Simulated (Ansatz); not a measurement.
**Molecular dynamics of CH2OSe**

Input file:

```yaml
crystal:
  periodic: [false, false, false]
  atoms:
    - { symbol: O, position_ang: [-0.42592, -1.648687, 0.586774] }
    - { symbol: C, position_ang: [-0.344398, -0.54711, 0.136094] }
    - { symbol: Se, position_ang: [1.322032, 0.465443, 0.092323] }
    - { symbol: H, position_ang: [-1.201569, 0.017387, -0.304179] }
    - { symbol: H, position_ang: [0.699755, 1.639367, -0.552513] }
basis:
  gaussian: { orbitals: def2-SVP }
hamiltonian:
  xc: b3lyp
  dispersion: d4
md:
  timestep: 0.5
  n_steps: 100
  ensemble: nve
  temperature: 400.0
  initial_velocities: maxwell_boltzmann
  seed: 148409
scf:
  lower_state_search: "off"
```

Launched with:

```bash
$ ansatz run input.yaml --threads 1 --pin off --max-ram 2048MiB --backend cpu --events-out ev --progress --plain --runs-dir out
```

It starts from a relaxed structure.

Output, in part (step lines, the closing report, with atoms numbered from 0):

```
md step     0: t =     0.00 fs  T =   400.0 K  F+E_penalty+E_count = -68456.49651257 eV  E_kin = 0.155112 eV  conserved = -68456.34140058 eV  (15 SCF iters)
[... lines left out ...]
Total energy: -68456.45792964 eV, -2515.7284274605 hartree
Atom 0 at    -0.429195    -1.644878     0.581133 Å, force    -0.170962    -1.706086     0.917209 eV/Å
Atom 1 at    -0.354551    -0.555717     0.154787 Å, force     0.532082     1.424823    -1.082484 eV/Å
Atom 2 at     1.324062     0.466696     0.091104 Å, force     0.071200    -0.256878     0.266579 eV/Å
Atom 3 at    -1.176400    -0.027299    -0.368826 Å, force    -0.285881     0.251651     0.054403 eV/Å
Atom 4 at     0.688476     1.628024    -0.525581 Å, force    -0.146440     0.286490    -0.155707 eV/Å
Dipole moment:    -0.112212     0.430917    -0.214611 e Å
```

The steps, from the saved trajectory:

| time (fs) | T (K) | potential energy less start (eV) | conserved less start (meV/atom) |
| --- | --- | --- | --- |
| 0.0 | 400 | 0.000 | 0.00 |
| 1.5 | 350 | 0.019 | 0.04 |
| 3.0 | 265 | 0.053 | 0.10 |
| 4.5 | 229 | 0.067 | 0.10 |
| 6.0 | 246 | 0.060 | 0.06 |
| 7.5 | 264 | 0.053 | 0.04 |
| 9.0 | 241 | 0.062 | 0.05 |
| 10.5 | 201 | 0.078 | 0.08 |
| 12.0 | 189 | 0.082 | 0.07 |
| 13.5 | 192 | 0.081 | 0.05 |
| 15.0 | 179 | 0.086 | 0.06 |
| 16.5 | 156 | 0.095 | 0.07 |
| 18.0 | 141 | 0.101 | 0.08 |
| 19.5 | 144 | 0.100 | 0.06 |
| 21.0 | 145 | 0.099 | 0.04 |
| 22.5 | 109 | 0.113 | 0.05 |
| 24.0 | 61 | 0.132 | 0.10 |
| 25.5 | 74 | 0.127 | 0.09 |
| 27.0 | 130 | 0.105 | 0.03 |
| 28.5 | 136 | 0.103 | 0.03 |
| 30.0 | 82 | 0.124 | 0.08 |
| 31.5 | 59 | 0.133 | 0.12 |
| 33.0 | 122 | 0.108 | 0.09 |
| 34.5 | 225 | 0.068 | 0.03 |
| 36.0 | 274 | 0.049 | 0.02 |
| 37.5 | 254 | 0.057 | 0.07 |
| 39.0 | 235 | 0.065 | 0.09 |
| 40.5 | 249 | 0.059 | 0.06 |
| 42.0 | 260 | 0.054 | 0.05 |
| 43.5 | 254 | 0.057 | 0.07 |
| 45.0 | 254 | 0.057 | 0.07 |
| 46.5 | 271 | 0.050 | 0.07 |
| 48.0 | 296 | 0.040 | 0.05 |
| 49.5 | 305 | 0.037 | 0.04 |

The run went to its last step. The conserved energy stayed within 0.12 meV per atom of its start (net change 0.047 meV per atom), so the integration is sound. A run of 0.05 ps of so small a system gives no equilibrium averages.

The same pairs are bonded in the first frame and the last. Pairs count as bonded within 1.25 times the sum of covalent radii (0.12 Å more for H–H).

Last frame:

```xyz
5
Properties=species:S:1:pos:R:3
O -0.429 -1.645 0.581
C -0.355 -0.556 0.155
Se 1.324 0.467 0.091
H -1.176 -0.027 -0.369
H 0.689 1.628 -0.526
```

Time of the run: 120 s on 1 CPU thread of a shared host.
